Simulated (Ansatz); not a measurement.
Several settings on one geometry of InH2(CN) (CH2InN) (that of the charge 0 singlet, PBE-D4/def2-TZVP). Ansatz on 4 threads of Arm Neoverse V2 on a shared host; times are rough.

Cartesian coordinates in Å:
```
In 0.406 0.705 0.005
H 2.111 0.526 0.053
H -0.599 2.093 -0.028
C -0.668 -1.156 -0.015
N -1.250 -2.168 -0.015
```

Totals from different functionals, basis sets or treatments of relativity can't be compared as stabilities.

In the def2 sets In takes a core potential; there is no spin–orbit coupling. Correlated methods freeze 20 core orbitals; core or outer-core shells of In are correlated, in sets that lack core-valence functions.

**Question.** Give the basis size and estimate the energy, ⟨S²⟩, dipole and time of these runs.

```tsv
run	method	charge	state	further keys
1	RKS BHLYP-D4/STO-3G	0	singlet	scf: {omitted_lower_state_checks: [starts]}
2	RKS SVWN5/def2-SVP	0	singlet	forces asked
3	RKS B2PLYP/STO-3G	0	singlet	scf: {omitted_lower_state_checks: [starts]}; forces asked
```

**Answer.** 
```tsv
run	functions	energy (Eh)	⟨S²⟩	dipole (D)	wall time
1	39	-5777.8338	–	–	0.3 s
2	64	-282.9403	–	4.11	0.3 s
3	39	-5777.1121	–	3.94	0.85 s
```
